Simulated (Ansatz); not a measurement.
Two isomers of CH7AlFNSi: A = `C[N]([SiH3])[AlH][F]`, B = `[CH3][Al]([NH2])[SiH2]F`.

Computed with Ansatz on PBE0-D4/def2-TZVP structures; ΔE is electronic, products minus reactants. CBS: MP2 limit from def2 TZ/QZ plus the TZ coupled-cluster correction, frozen cores. Functionals use def2-TZVPP. B3LYP here is the variant with VWN-RPA as its local correlation; programs differ in this. One conformer a species, not always the lowest.

(1) Which is lower in electronic energy at CCSD(T)/CBS, and by how much? (An estimate is asked.)

(2) Give E(B) − E(A) in kJ/mol with HF/def2-TZVPP, PBE0-D4, B3LYP, CCSD(T)/def2-TZVPP, B2PLYP, CCSD/def2-TZVPP, r2SCAN-D4. (Estimate.)

Largest T1 diagnostic: 0.012.

## Answers

(1) The calculation gave: A, by 29.6 kJ/mol.

(2) Computed: HF/def2-TZVPP 39.5, PBE0-D4 17.1, B3LYP 22.5, CCSD(T)/def2-TZVPP 33.7, B2PLYP 30.8, CCSD/def2-TZVPP 33.8, r2SCAN-D4 23.1. None reverses the order clearly.

The D4 term adds +7.3 kJ/mol with B3LYP and +3.5 kJ/mol with PBE0; it sums over pairs of atoms, weighted by their polarisabilities, and B3LYP, whose exchange is more repulsive, gets the larger term. From PBE to PBE0 (25 % exact exchange), in def2-TZVPP and without D4, E(B) − E(A) moves by +5.7 kJ/mol.
